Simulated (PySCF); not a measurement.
## C₆ coefficients of unlike pairs at PBE0

Calculated with PySCF 2.14 from the dipole response of each species, C₆(A,B) = (3/π) ∫ α_A(iu) α_B(iu) du, in atomic units, from isotropic polarisabilities. For ions this is the dispersion term alone; charge-induced terms of lower order in 1/R come first.

```json
{"species": "Si³⁺", "configuration": "[Ne] 3s1 (2S)", "basis": "aug-cc-pCVTZ-DK with one added diffuse shell each of s, p, d, f type (9s8p6d4f)", "relativity": "spin-free X2C", "α (bohr³)": "7.209", "C₆ (like pair)": "13.67"}
{"species": "F", "configuration": "[He] 2s2 2p5 (2P)", "basis": "def2-QZVPPD (8s5p4d2f1g)", "relativity": "none", "α (bohr³)": "3.831", "C₆ (like pair)": "10.22"}
{"species": "Ni³⁺", "configuration": "[Ar] 3d7 (4F)", "basis": "x2c-TZVPPall with one added diffuse shell each of s, p, d, f type (7s6p5d3f1g)", "relativity": "spin-free X2C", "α (bohr³)": "1.688", "C₆ (like pair)": "3.934"}
{"species": "Au", "configuration": "[Xe] 4f14 5d10 6s1 (2S)", "basis": "x2c-TZVPPall with one added diffuse shell each of s, p, d, f type (12s8p8d4f1g)", "relativity": "spin-free X2C", "α (bohr³)": "36.91", "C₆ (like pair)": "336.7"}
```

**Question.** Estimate C₆ for Au with Si³⁺.

**Answer.** The integral gives 67.32. The combination rule 2 C_A C_B / (C_A α_B/α_A + C_B α_A/α_B) gives 67.80 and the geometric mean 67.83.

No spin-orbit coupling is included.

The other pairs:

```csv
pair,C₆
"Au, F",54.82
"Au, Ni³⁺",29.66
"Ni³⁺, Si³⁺",5.575
"Ni³⁺, F",6.018
"F, Si³⁺",10.63
```
